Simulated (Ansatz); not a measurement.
Reaction (formal exchange of groups at the Si–Ge bond): `O[SiH](Cl)[GeH3]` + `[OH][GeH3]` → `[OH][GeH2][SiH](O)Cl` + GeH₄

Program: Ansatz. Geometries: PBE0-D4/def2-TZVP. ΔE: electronic, gas phase. CCSD(T)/CBS adds triple-zeta CCSD(T) − MP2 to the extrapolated MP2 energy (def2 sets, frozen cores). DFT in def2-TZVPP. For Ge outer-core shells are correlated without core-valence functions, which leaves a few kJ/mol of doubt a bond. Scalar relativity is left out up to krypton. One conformer a species, not always the lowest.

| species | r2SCAN energy (Eh) |
| --- | --- |
| `O[SiH](Cl)[GeH3]` | -2904.98331 |
| `[OH][GeH3]` | -2154.62656 |
| `[OH][GeH2][SiH](O)Cl` | -2980.23668 |
| GeH₄ | -2079.37462 |

Task: Work out ΔE.

Result: ΔE = (-2980.23668) + (-2079.37462) − (-2904.98331) − (-2154.62656) = -0.00143 Eh = -0.9 kcal/mol. CCSD(T)/CBS gives -0.7 kcal/mol.

Largest T1 diagnostic among the species: 0.012.

The D4 term adds −0.8 kcal/mol with B3LYP and −0.4 kcal/mol with PBE0; it sums over pairs of atoms, weighted by their polarisabilities, and B3LYP, whose exchange is more repulsive, gets the larger term. In def2-TZVPP, CCSD(T) changes the Hartree–Fock value by −1.4 kcal/mol (the triples alone add −0.3 kcal/mol) and MP2 by −1.3 kcal/mol.

B3LYP here is the variant with VWN-RPA as its local correlation; programs differ in this.
